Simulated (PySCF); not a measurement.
SMILES [O]([SnH2][NH2])CC (C₂H₉NOSn) (PBE0/def2-SVP optimised geometry):

```
14

Sn    -0.729    -1.578     0.000
N      1.310    -1.578     0.000
O     -1.320     0.318     0.000
C     -0.953     1.217     1.013
C      0.390     1.875     0.753
H     -1.465    -2.171    -1.426
H     -1.201    -2.321     1.472
H      1.730    -2.390     0.447
H      1.741    -1.456    -0.913
H     -1.741     1.992     1.066
H     -0.939     0.734     2.014
H      1.193     1.122     0.732
H      0.624     2.617     1.533
H      0.377     2.390    -0.220
```

Computed with PBE0/def2-TZVP, def2 effective core potentials past Kr (PySCF).

Task: What are the frontier orbital energies and the dipole moment?

Result: HOMO-2 -7.86 eV, HOMO-1 -7.42 eV, HOMO -7.33 eV, LUMO -0.11 eV, LUMO+1 0.00 eV; dipole moment 2.23 D.

On the same geometry PBE/def2-TZVP, def2 effective core potentials past Kr (PySCF) gives HOMO-2 -6.43 eV, HOMO-1 -5.97 eV, HOMO -5.85 eV, LUMO -1.02 eV, LUMO+1 -0.77 eV; dipole moment 2.11 D.
